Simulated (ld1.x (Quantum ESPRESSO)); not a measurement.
**How hard is this Ag PAW potential?**

* Element: silver (Ag)
* Generator: ld1.x (Quantum ESPRESSO) 7.5
* Type: PAW
* Functional: PBE
* Relativity: scalar-relativistic
* Frozen core: [Ar] 3d10
* Valence charge: 19
* Reference configuration: 4s2 4p6 4d10 5s0 5p0 (charge +1)
* Partial waves: 4s (bound): rcut 1.20, rcutus 1.40 bohr; 5s (bound, empty): rcut 1.20, rcutus 1.40 bohr; 4p (bound): rcut 1.80, rcutus 2.00 bohr; 5p (bound, empty): rcut 1.80, rcutus 2.00 bohr; 4d (bound): rcut 1.35, rcutus 1.75 bohr; 4d channel at 1.3 Ry: rcut 1.35, rcutus 1.75 bohr; 4f channel at -0.2 Ry: rcut 1.65, rcutus 2.05 bohr; 4f channel at 0.85 Ry: rcut 1.65, rcutus 2.05 bohr
* Local potential: all-electron potential smoothed inside 1.85 bohr (lloc = -1)
* Core correction: a·sin(br)/r model core, default radius (core density twice the valence density)
* Augmentation charge: PSQ, inside the norm-conserving radii

The pseudo-atom Hamiltonian at the reference potential is diagonalised in spherical Bessel functions j_l(qr) that vanish at 20 bohr, with q² up to the cutoff. All-electron valence levels (Ry): 4s -7.5907, 5s -0.8295, 4p -4.9115, 5p -0.4627, 4d -1.1494.

Q: How do the lowest levels (Ry) of each channel move with the cutoff, and are there ghosts?

A:

```json
{"cutoff (Ry)": "8", "s #1": "-6.8436", "s #2": "-0.7078", "s #3": "-0.1896", "p #1": "-4.1274", "p #2": "-0.4422", "d #1": "-0.4931", "d #2": "-0.1151", "f #1": "-0.0464", "f #2": "0.0550", "Σ f·Δε (mRy)": "12762.2"}
{"cutoff (Ry)": "12", "s #1": "-7.3240", "s #2": "-0.7669", "s #3": "-0.2005", "p #1": "-4.7995", "p #2": "-0.4608", "d #1": "-0.8173", "d #2": "-0.1318", "f #1": "-0.0464", "f #2": "0.0549", "Σ f·Δε (mRy)": "4526.3"}
{"cutoff (Ry)": "15", "s #1": "-7.4432", "s #2": "-0.7848", "s #3": "-0.2037", "p #1": "-4.8935", "p #2": "-0.4626", "d #1": "-0.9418", "d #2": "-0.1363", "f #1": "-0.0464", "f #2": "0.0549", "Σ f·Δε (mRy)": "2478.7"}
{"cutoff (Ry)": "21", "s #1": "-7.5670", "s #2": "-0.8106", "s #3": "-0.2084", "p #1": "-4.9105", "p #2": "-0.4627", "d #1": "-1.1027", "d #2": "-0.1417", "f #1": "-0.0464", "f #2": "0.0548", "Σ f·Δε (mRy)": "520.5"}
{"cutoff (Ry)": "25", "s #1": "-7.5815", "s #2": "-0.8165", "s #3": "-0.2095", "p #1": "-4.9108", "p #2": "-0.4627", "d #1": "-1.1272", "d #2": "-0.1427", "f #1": "-0.0464", "f #2": "0.0548", "Σ f·Δε (mRy)": "245.5"}
{"cutoff (Ry)": "35", "s #1": "-7.5900", "s #2": "-0.8265", "s #3": "-0.2113", "p #1": "-4.9114", "p #2": "-0.4627", "d #1": "-1.1483", "d #2": "-0.1442", "f #1": "-0.0464", "f #2": "0.0548", "Σ f·Δε (mRy)": "13.5"}
{"cutoff (Ry)": "45", "s #1": "-7.5902", "s #2": "-0.8290", "s #3": "-0.2118", "p #1": "-4.9114", "p #2": "-0.4627", "d #1": "-1.1488", "d #2": "-0.1446", "f #1": "-0.0464", "f #2": "0.0548", "Σ f·Δε (mRy)": "7.5"}
{"cutoff (Ry)": "50", "s #1": "-7.5904", "s #2": "-0.8294", "s #3": "-0.2119", "p #1": "-4.9114", "p #2": "-0.4627", "d #1": "-1.1491", "d #2": "-0.1446", "f #1": "-0.0464", "f #2": "0.0548", "Σ f·Δε (mRy)": "4.3"}
{"cutoff (Ry)": "60", "s #1": "-7.5906", "s #2": "-0.8295", "s #3": "-0.2119", "p #1": "-4.9114", "p #2": "-0.4627", "d #1": "-1.1494", "d #2": "-0.1446", "f #1": "-0.0464", "f #2": "0.0548", "Σ f·Δε (mRy)": "1.1"}
{"cutoff (Ry)": "70", "s #1": "-7.5906", "s #2": "-0.8295", "s #3": "-0.2119", "p #1": "-4.9114", "p #2": "-0.4628", "d #1": "-1.1494", "d #2": "-0.1446", "f #1": "-0.0464", "f #2": "0.0548", "Σ f·Δε (mRy)": "0.9"}
{"cutoff (Ry)": "90", "s #1": "-7.5907", "s #2": "-0.8295", "s #3": "-0.2119", "p #1": "-4.9115", "p #2": "-0.4628", "d #1": "-1.1494", "d #2": "-0.1446", "f #1": "-0.0464", "f #2": "0.0548", "Σ f·Δε (mRy)": "0.3"}
{"cutoff (Ry)": "400", "s #1": "-7.5907", "s #2": "-0.8296", "s #3": "-0.2120", "p #1": "-4.9115", "p #2": "-0.4628", "d #1": "-1.1494", "d #2": "-0.1446", "f #1": "-0.0464", "f #2": "0.0548", "Σ f·Δε (mRy)": "0.0"}
```

Result: no extra level below or beside the all-electron valence levels (s, p, d, f tested); 10 mRy is reached at 40 Ry and 1 mRy at 70 Ry.

Test run stopped at test 1 of 7 (negative rho).
